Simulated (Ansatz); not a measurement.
C2H8GeSi can be A, `[SiH3]/C=[CH]/[GeH3]`, or B, `[GeH3][CH]1C[SiH2]1`.

Computed with Ansatz on PBE0-D4/def2-TZVP structures; ΔE is electronic, products minus reactants. CCSD(T)/CBS is the MP2 limit (def2-TZVPP, def2-QZVPP) plus CCSD(T) − MP2 in def2-TZVPP, frozen cores. Functionals use def2-TZVPP. B3LYP here is the variant with VWN-RPA as its local correlation; programs differ in this. For Ge outer-core shells are correlated without core-valence functions, which leaves a few kJ/mol of doubt a bond. Scalar relativity is left out up to krypton.

(1) Which isomer does CCSD(T)/CBS put lower? Give the gap. (Estimate.)

(2) Give E(B) − E(A) in kcal/mol with LDA (SPW92), PBE-D4, HF/def2-TZVPP, CCSD(T)/def2-TZVPP, B3LYP, BLYP-D4, B3LYP-D4. (Estimate.)

(3) Does the order hold for the free energy at 298.15 K (harmonic terms from PBE0-D4)? (An estimate is asked.)

Largest T1 diagnostic: 0.012.

Results:

(1) Ansatz gave: A, by 5.3 kcal/mol.

(2) The calculation gave: LDA (SPW92) -2.1, PBE-D4 2.5, HF/def2-TZVPP 13.6, CCSD(T)/def2-TZVPP 6.0, B3LYP 8.6, BLYP-D4 9.2, B3LYP-D4 7.9. The order is the other way round with LDA (SPW92).

(3) The calculation gave: Yes: G(B) − G(A) = +7.9 kcal/mol.

From PBE to PBE0 (25 % exact exchange), in def2-TZVPP and without D4, E(B) − E(A) moves by −0.8 kcal/mol. Leaving LDA and LC-ωPBE aside and taking each functional with its dispersion term where it has one, the values, not all of them listed here, spread over 7.5 kcal/mol, from PBE-QIDH to BLYP-D4. LDA lies −5.0 kcal/mol from PBE without D4.
